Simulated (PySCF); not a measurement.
F₂OS, charge -1, doublet, geometry from GFN2-xTB (a state made from the parent by changing its charge; the spin is typed, not shown lowest) (in this run its highest filled SCF level lies above zero, so its values depend strongly on the basis, on diffuse functions most of all); PySCF with SVWN5/STO-3G.

The PySCF input:
```python
from pyscf import gto, scf, dft

mol = gto.Mole()
mol.atom = '''
    O     1.302563   -0.091502   -0.179801
    S    -0.137690    0.009672    0.019006
    F    -0.341904    1.865449   -0.039626
    F    -0.571149   -1.801309    0.165660
'''
mol.basis = 'sto-3g'
mol.charge = -1
mol.spin = 1
mol.verbose = 4
mol.build()

mf = dft.UKS(mol)
mf.xc = 'lda,vwn'
mf.kernel()
mf.analyze()
```

What the program printed (banner, timings and long lists left out):

```
PySCF version 2.14.0

[INPUT] verbose = 4
[INPUT] num. atoms = 4
[INPUT] num. electrons = 43
[INPUT] charge = -1
[INPUT] spin (= nelec alpha-beta = 2S) = 1
[INPUT] symmetry False subgroup None
[INPUT] Mole.unit = angstrom
[INPUT] Symbol           X                Y                Z      unit          X                Y                Z       unit  Magmom
[...]
nuclear repulsion = 169.481208090302
number of shells = 14
number of NR pGTOs = 72
number of NR cGTOs = 24
basis = sto-3g
ecp = {}

******** <class 'pyscf.dft.uks.UKS'> ********
method = UKS
initial guess = minao
damping factor = 0
level_shift factor = 0
DIIS = <class 'pyscf.scf.diis.CDIIS'>
diis_start_cycle = 1
diis_space = 8
diis_damp = 0
SCF conv_tol = 1e-09
SCF conv_tol_grad = None
SCF max_cycles = 50
direct_scf = True
direct_scf_tol = 1e-13
number electrons alpha = 22  beta = 21
XC library pyscf.dft.libxc version 7.1.2
    S. Lehtola, C. Steigemann, M. J. T. Oliveira, and M. A. L. Marques,  SoftwareX 7, 1–5 (2018)
XC functionals = lda,vwn
    P. A. M. Dirac,  Math. Proc. Cambridge Philos. Soc. 26, 376 (1930)
    F. Bloch,  Z. Phys. 57, 545 (1929)
    S. H. Vosko, L. Wilk, and M. Nusair,  Can. J. Phys. 58, 1200 (1980)
radial grids:
    Treutler-Ahlrichs [JCP 102, 346 (1995); DOI:10.1063/1.469408] (M4) radial grids

becke partition: Becke, JCP 88, 2547 (1988); DOI:10.1063/1.454033
pruning grids: <function nwchem_prune>
grids dens level: 3
symmetrized grids: False
atomic radii adjust function: <function treutler_atomic_radii_adjust>
small_rho_cutoff = 0
Set gradient conv threshold to 3.16228e-05
tot grids = 61488
init E= -661.566726785637

cycle= 1 E= -660.881137425128  delta_E= 0.686  |g|= 0.527  |ddm|= 2.14
cycle= 2 E= -660.71214346555  delta_E= 0.169  |g|= 0.61  |ddm|= 2.17
cycle= 3 E= -660.975637359813  delta_E= -0.263  |g|= 0.462  |ddm|=  1.7
cycle= 4 E= -661.137055904  delta_E= -0.161  |g|= 0.0917  |ddm|= 0.887
cycle= 5 E= -661.14443963073  delta_E= -0.00738  |g|= 0.0168  |ddm|= 0.191
cycle= 6 E= -661.144646676796  delta_E= -0.000207  |g|= 0.00215  |ddm|= 0.0298
cycle= 7 E= -661.1446425261  delta_E= 4.15e-06  |g|= 0.00319  |ddm|= 0.00776
cycle= 8 E= -661.144651680473  delta_E= -9.15e-06  |g|= 0.00024  |ddm|= 0.00587
cycle= 9 E= -661.144651729973  delta_E= -4.95e-08  |g|= 4.86e-05  |ddm|= 0.000372
cycle= 10 E= -661.144651732341  delta_E= -2.37e-09  |g|= 8.03e-07  |ddm|= 0.000105
cycle= 11 E= -661.144651732344  delta_E= -2.73e-12  |g|= 3.8e-07  |ddm|= 2.67e-06
Extra cycle  E= -661.144651732341  delta_E= 2.96e-12  |g|= 2.07e-06  |ddm|= 4.66e-06
converged SCF energy = -661.144651732341  <S^2> = 0.75024569  2S+1 = 2.0002457
**** SCF Summaries ****
Total Energy =                        -661.144651732341117
Nuclear Repulsion Energy =             169.481208090301664
One-electron Energy =                -1279.898100976321984
Two-electron Energy =                  449.272241153679261
Two-electron Coulomb Energy =          502.369433998640488
DFT Exchange-Correlation Energy =      -53.097192844961228
**** MO energy ****
                             alpha | beta                alpha | beta
[...]
To work with the spin densities directly, `use mulliken_meta_spin()` only printing them here.

 ** Mulliken spin pop alpha/beta on meta-lowdin orthogonal AOs **
 ** Mulliken Spin Density (per AO)  **
spin_pop of  0 O 1s       -0.00000
spin_pop of  0 O 2s        0.00174
spin_pop of  0 O 2px       0.01350
spin_pop of  0 O 2py       0.00822
spin_pop of  0 O 2pz       0.39974
spin_pop of  1 S 1s        0.00000
spin_pop of  1 S 2s        0.00000
spin_pop of  1 S 3s        0.00150
spin_pop of  1 S 2px      -0.00000
spin_pop of  1 S 2py      -0.00000
spin_pop of  1 S 2pz       0.00029
spin_pop of  1 S 3px      -0.00154
spin_pop of  1 S 3py       0.00088
spin_pop of  1 S 3pz       0.29239
spin_pop of  2 F 1s       -0.00000
spin_pop of  2 F 2s        0.00012
spin_pop of  2 F 2px       0.00205
spin_pop of  2 F 2py      -0.00343
spin_pop of  2 F 2pz       0.14291
spin_pop of  3 F 1s       -0.00000
spin_pop of  3 F 2s        0.00012
spin_pop of  3 F 2px       0.00182
spin_pop of  3 F 2py      -0.00317
spin_pop of  3 F 2pz       0.14288
 ** Mulliken Spin Density (per atom)  **
spin density of  0 O =      0.42319
spin density of  1 S =      0.29351
spin density of  2 F =      0.14164
spin density of  3 F =      0.14165
 ** Mulliken pop alpha/beta on meta-lowdin orthogonal AOs **
 ** Mulliken pop       alpha | beta **
[...]
In total            22.00000 | 21.00000
 ** Mulliken atomic charges   ( Nelec_alpha | Nelec_beta ) **
charge of  0O =     -0.47527  (     4.44923      4.02604 )
charge of  1S =      0.21776  (     8.03788      7.74436 )
charge of  2F =     -0.37124  (     4.75644      4.61480 )
charge of  3F =     -0.37124  (     4.75645      4.61480 )

WARN: System has nonzero charge -1; the dipole moment is origin-dependent.
Location of origin: [0. 0. 0.]

Dipole moment(X, Y, Z, Debye): -0.62935,  0.04420,  0.08687
```
